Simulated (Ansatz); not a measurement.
Cartesian coordinates in Å:
```
N 1.578 -0.998 0.283
Si 0.303 -0.220 -0.465
F 0.539 -0.457 -2.012
O -1.248 -0.505 0.038
C -1.378 0.899 0.265
O -0.062 1.345 -0.065
H 1.707 -1.027 1.279
H 2.293 -1.481 -0.231
H -1.610 1.106 1.313
H -2.123 1.339 -0.404
```

Charge 0, multiplicity 1.

Problem. List the B3LYP/def2-TZVPP orbital energies in eV (the Gaussian-basis code of Ansatz). (Estimate.)

Solution. Ansatz gave: Occupied: -1800.80, -671.67, -520.72, -520.72, -389.68, -279.87, -145.08, -100.45, -100.43, -100.39, -32.73, -29.76, -26.46, -23.90, -18.34, -15.03, -14.32, -14.00, -13.51, -13.40, -12.99, -12.10, -12.08, -10.88, -9.12, -9.09, -8.30, -8.16. Lowest empty: 0.29, 1.42, 1.48, 1.88, 2.03, 2.79, 3.04, 3.63.

B3LYP here is the variant with VWN-RPA as its local correlation; programs differ in this.
